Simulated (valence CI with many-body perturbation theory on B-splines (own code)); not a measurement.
# Energy levels of N⁺

Computed by relativistic CI+MBPT: four valence electrons over a frozen Dirac-Fock core [He], radial functions for each j: 11 s, 11 p, 10 d, 8 f, 5 g, 2 h, with the one-electron correlation potential Σ1, the two-electron term Σ2, the three-electron term Σ3, Breit, model QED; selected CI, second order for the rest, scaled by the run's own slope (own B-spline code, finite nucleus).

Set against measurement, 39 paired levels are off by 76 cm⁻¹ on average, the worst by 300. These come from a selection out of the NIST Handbook of Basic Atomic Spectroscopic Data. Levels without a partner in it may be off by more. Among the levels kept, up to 1700 cm⁻¹ of a level comes from second order outside the variational space, and about a tenth of that is noise between levels of different J, which matters for small intervals.

Levels 91 to 135 of 228, with energies above the lowest level, 2s²2p² ³P_0. "Leading %" is the weight of the configuration and term that name the level; weights of strongly mixed levels are sums over their largest components and can fall short. In the jj column 3d3/2^4 stands for four electrons in 3d with j = 3/2. Lifetimes count E1, E2, E3, M1 and M2 decay at the calculated energies, and are blank where another channel may lead or the interval is too uncertain; long ones can be off by a factor of two.

| No. | Configuration | Term | J | E (eV) | Leading % | Second component | Lifetime | Leading jj |
| --- | --- | --- | --- | --- | --- | --- | --- | --- |
| 91 | 2s²2p5p | ³D | 1 | 26.905 | 85 | 6 % 2s²2p5p ¹P | 17.0 ns | 2s^2 2p1/2 5p1/2 (45 %) |
| 92 | 2s²2p5p | ³D | 2 | 26.914 | 91 |  | 17.1 ns | 2s^2 2p1/2 5p3/2 (53 %) |
| 93 | 2s²2p5p | ³D | 3 | 26.923 | 91 |  | 17.6 ns | 2s^2 2p3/2 5p3/2 (91 %) |
| 94 | 2s²2p5p | ³S | 1 | 26.953 | 90 |  | 15.2 ns | 2s^2 2p3/2 5p3/2 (42 %) |
| 95 | 2s²2p5p | ³P | 0 | 27.018 | 73 | 15 % 2p⁴ ³P | 1.86 ns | 2s^2 2p1/2 5p1/2 (54 %) |
| 96 | 2s²2p5p | ³P | 1 | 27.026 | 72 | 16 % 2p⁴ ³P | 1.83 ns | 2s^2 2p3/2 5p1/2 (45 %) |
| 97 | 2s²2p5p | ³P | 2 | 27.033 | 71 | 17 % 2p⁴ ³P | 1.75 ns | 2s^2 2p3/2 5p3/2 (39 %) |
| 98 | 2s²2p5p | ¹D | 2 | 27.066 | 89 |  | 19.7 ns | 2s^2 2p3/2 5p3/2 (39 %) |
| 99 | 2s²2p5p | ¹S | 0 | 27.161 | 85 |  | 16.7 ns | 2s^2 2p3/2 5p3/2 (61 %) |
| 100 | 2s²2p5d | ³F° | 2 | 27.312 | 82 | 9 % 2s²2p5d ¹D° | 10.1 ns | 2s^2 2p1/2 5d3/2 (88 %) |
| 101 | 2p⁴ | ³P | 0 | 27.318 | 52 | 16 % 2s2p²3s ³P | 796 ps | 2p3/2^4 (34 %) |
| 102 | 2s²2p5d | ³F° | 3 | 27.319 | 87 |  | 11.0 ns | 2s^2 2p1/2 5d5/2 (60 %) |
| 103 | 2p⁴ | ³P | 1 | 27.321 | 52 | 17 % 2s2p²3s ³P | 802 ps | 2p1/2 2p3/2^3 (52 %) |
| 104 | 2p⁴ | ³P | 2 | 27.323 | 50 | 17 % 2s2p²3s ³P | 816 ps | 2p1/2^2 2p3/2^2 (34 %) |
| 105 | 2s²2p5d | ³F° | 4 | 27.328 | 92 |  | 33.4 ns | 2s^2 2p3/2 5d5/2 (92 %) |
| 106 | 2s²2p5d | ¹D° | 2 | 27.333 | 77 | 7 % 2s²2p5d ³F° | 1.62 ns | 2s^2 2p1/2 5d5/2 (38 %) |
| 107 | 2s²2p5d | ³D° | 1 | 27.347 | 87 |  | 838 ps | 2s^2 2p1/2 5d3/2 (64 %) |
| 108 | 2s²2p5d | ³D° | 2 | 27.355 | 79 | 5 % 2s²2p5d ³P° | 888 ps | 2s^2 2p3/2 5d3/2 (57 %) |
| 109 | 2s²2p5d | ³D° | 3 | 27.357 | 87 |  | 860 ps | 2s^2 2p3/2 5d5/2 (62 %) |
| 110 | 2s²2p5d | ³P° | 0 | 27.380 | 91 |  | 1.34 ns | 2s^2 2p3/2 5d3/2 (91 %) |
| 111 | 2s²2p5d | ³P° | 2 | 27.382 | 84 | 7 % 2s²2p5d ³D° | 1.29 ns | 2s^2 2p3/2 5d5/2 (54 %) |
| 112 | 2s²2p5d | ³P° | 1 | 27.382 | 87 |  | 1.32 ns | 2s^2 2p3/2 5d3/2 (67 %) |
| 113 | 2s²2p5f | ³F | 4 | 27.404 | 61 | 18 % 2s²2p5f ³G | 7.71 ns | 2s^2 2p1/2 5f7/2 (76 %) |
| 114 | 2s²2p5f | ¹F | 3 | 27.404 | 41 | 36 % 2s²2p5f ³F | 7.57 ns | 2s^2 2p1/2 5f7/2 (72 %) |
| 115 | 2s²2p5f | ³F | 2 | 27.406 | 77 | 9 % 2s²2p5f ¹D | 7.65 ns | 2s^2 2p1/2 5f5/2 (76 %) |
| 116 | 2s²2p5f | ³F | 3 | 27.406 | 33 | 32 % 2s²2p5f ³G | 7.52 ns | 2s^2 2p1/2 5f5/2 (73 %) |
| 117 | 2s²2p5g | ³G° | 5 | 27.407 | 41 | 28 % 2s²2p5g ³H° | 14.7 ns | 2s^2 2p1/2 5g9/2 (89 %) |
| 118 | 2s²2p5g | ³F° | 4 | 27.409 | 33 | 32 % 2s²2p5g ³G° | 14.6 ns | 2s^2 2p1/2 5g9/2 (86 %) |
| 119 | 2s²2p5g | ³H° | 4 | 27.410 | 51 | 22 % 2s²2p5g ¹G° | 14.7 ns | 2s^2 2p1/2 5g7/2 (88 %) |
| 120 | 2s²2p5g | ³G° | 3 | 27.412 | 57 | 18 % 2s²2p5g ¹F° | 10.3 ns | 2s^2 2p1/2 5g7/2 (85 %) |
| 121 | 2s²2p5d | ¹F° | 3 | 27.413 | 88 |  | 937 ps | 2s^2 2p3/2 5d3/2 (40 %) |
| 122 | 2s²2p5f | ³G | 4 | 27.424 | 41 | 31 % 2s²2p5f ³F | 7.76 ns | 2s^2 2p3/2 5f7/2 (69 %) |
| 123 | 2s²2p5d | ¹P° | 1 | 27.425 | 88 |  | 1.42 ns | 2s^2 2p3/2 5d5/2 (66 %) |
| 124 | 2s²2p5f | ³G | 3 | 27.426 | 60 | 18 % 2s²2p5f ¹F | 7.52 ns | 2s^2 2p3/2 5f5/2 (71 %) |
| 125 | 2s²2p5g | ³G° | 5 | 27.427 | 51 | 22 % 2s²2p5g ³H° | 14.6 ns | 2s^2 2p3/2 5g9/2 (86 %) |
| 126 | 2s²2p5g | ³H° | 4 | 27.429 | 41 | 28 % 2s²2p5g ¹G° | 14.6 ns | 2s^2 2p3/2 5g7/2 (85 %) |
| 127 | 2s²2p5f | ³G | 5 | 27.430 | 92 |  | 7.53 ns | 2s^2 2p3/2 5f7/2 (92 %) |
| 128 | 2s²2p5g | ³H° | 6 | 27.431 | 92 |  | 14.8 ns | 2s^2 2p3/2 5g9/2 (92 %) |
| 129 | 2s²2p5g | ³F° | 4 | 27.431 | 59 | 18 % 2s²2p5g ³G° | 14.7 ns | 2s^2 2p3/2 5g9/2 (83 %) |
| 130 | 2s²2p5g | ¹H° | 5 | 27.432 | 50 | 42 % 2s²2p5g ³H° | 14.8 ns | 2s^2 2p3/2 5g7/2 (90 %) |
| 131 | 2s²2p5f | ¹G | 4 | 27.433 | 59 | 33 % 2s²2p5f ³G | 8.21 ns | 2s^2 2p3/2 5f5/2 (84 %) |
| 132 | 2s²2p5f | ³D | 3 | 27.433 | 77 | 9 % 2s²2p5f ³F | 7.85 ns | 2s^2 2p3/2 5f7/2 (70 %) |
| 133 | 2s²2p5g | ¹F° | 3 | 27.434 | 35 | 33 % 2s²2p5g ³G° | 14.7 ns | 2s^2 2p3/2 5g7/2 (83 %) |
| 134 | 2s²2p5f | ¹D | 2 | 27.435 | 40 | 37 % 2s²2p5f ³D | 8.06 ns | 2s^2 2p3/2 5f5/2 (73 %) |
| 135 | 2s²2p5g | ³F° | 3 | 27.438 | 54 | 38 % 2s²2p5g ¹F° | 14.9 ns | 2s^2 2p3/2 5g9/2 (87 %) |

Names give the largest LS component (configuration and term), which can be under half, so a name can repeat, a term be missing and a line seem to break the LS rules; names also repeat where a configuration has a term twice.

Where two levels of one J and parity lie close, their mixing, g and order are uncertain.
